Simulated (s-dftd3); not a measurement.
C₃H₇ (SMILES [CH2-]CC), charge -1, singlet, at a GFN2-xTB geometry; D3(op) for blyp (s-dftd3).

Here is a job for s-dftd3.
```
$ s-dftd3 mol.xyz --op blyp --json dftd3.json --noedisp --grad

# file mol.xyz
10

C      0.00186015     0.10449024     0.56640373
C     -0.00172720     1.41771511    -0.19203030
C      0.00006446    -1.22825686    -0.25191409
H     -0.88084995     0.06118922     1.22991746
H      0.88915671     0.06252487     1.22385812
H      0.00293214    -2.12288703     0.38856881
H      0.88547984     1.38891864    -0.89834554
H     -0.89370483     1.38757606    -0.89225478
H     -0.88482823    -1.27117245    -0.89022816
H      0.88062988    -1.26984023    -0.89627193
```

The log (banner, timings and long lists left out):

```
-----------------------------------
 s i m p l e   D F T - D 3  v1.4.0
-----------------------------------

Optimized power damping: blyp-D3(op)
--------------------
   s6        1.0000
   s8        1.3187
   s9        0.0000
   a1        0.4250
   a1        3.5000
  alp       14.0000
 beta        2.0000
--------------------

Dispersion energy:      -9.1459643827462E-03 Eh

Gradient norm:           8.7099678436273E-04 Eh/a0
--------------------------------------------------
     #    Z           dE/dx      dE/dy      dE/dz
--------------------------------------------------
     1    6 C    -1.182E-06 -5.950E-05 -3.584E-04
     2    6 C     5.223E-07  7.293E-05  1.687E-04
     3    6 C     8.802E-07 -4.156E-05  2.480E-04
     4    1 H     1.424E-04  6.811E-05  6.550E-06
     5    1 H    -1.425E-04  6.789E-05  7.525E-06
     6    1 H    -5.692E-07 -3.182E-06 -1.670E-04
     7    1 H    -9.519E-05  2.942E-04  1.697E-05
     8    1 H     9.485E-05  2.943E-04  1.632E-05
     9    1 H     9.498E-05 -3.465E-04  3.035E-05
    10    1 H    -9.425E-05 -3.467E-04  3.100E-05
--------------------------------------------------

Virial:
--------------------------------------------------
      component           x          y          z
--------------------------------------------------
          x      -1.112E-03 -2.065E-06  7.089E-07
          y      -2.065E-06  3.517E-03  4.170E-04
          z       7.089E-07  4.170E-04 -8.127E-04
--------------------------------------------------

[Info] JSON dump of results written to 'dftd3.json'
```
